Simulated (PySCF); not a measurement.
Give a PBE0-D3(BJ)/def2-SVP geometry of `FC/C=C(/Cl)CF`.

```
atom  x, y, z in Å
F1    -2.2419    0.5411    1.3384
C2    -1.0095    0.0795    0.9524
C3    -0.5257    0.9079   -0.2006
C4     0.5215    0.6696   -0.9907
Cl5    0.9337    1.7577   -2.2825
C6     1.4776   -0.4816   -0.9371
F7     1.2198   -1.2961    0.1326
H8    -0.3207    0.1541    1.8119
H9    -1.0946   -0.9849    0.6858
H10   -1.1089    1.8161   -0.3794
H11    2.5099   -0.0981   -0.8603
H12    1.4034   -1.0721   -1.8675
```

Orientation and origin are arbitrary. Atoms count from 1 in this order. The 3 C–C bonds span 1.333 Å (C3=C4, drawn double) to 1.500 Å (C2–C3, drawn single), a spread of 0.167 Å. Of the pairs four or more bonds apart, C2···F7 is among the closest relative to their van der Waals radii: 2.74 Å, 87 % of the sum of Bondi's values.

Bonds between heavy atoms (Å): F1–C2 1.371, C2–C3 1.500, C3=C4 1.333, C4–Cl5 1.739, C4–C6 1.497, C6–F7 1.369.

Computed, not measured: PBE0-D3(BJ)/def2-SVP geometry optimisation, gas phase in PySCF 2.14.0.

Point group: near Cs, missed by 0.40 Å at most; the miss may be what the optimiser left on a soft mode. No frequency check. The numbers are those of one conformer (F1–C2–C3–C4 -169°, C3–C4–C6–F7 -4°).

The run took about 1.6 min of CPU time (one thread, shared machine). These figures are those of the optimisation.
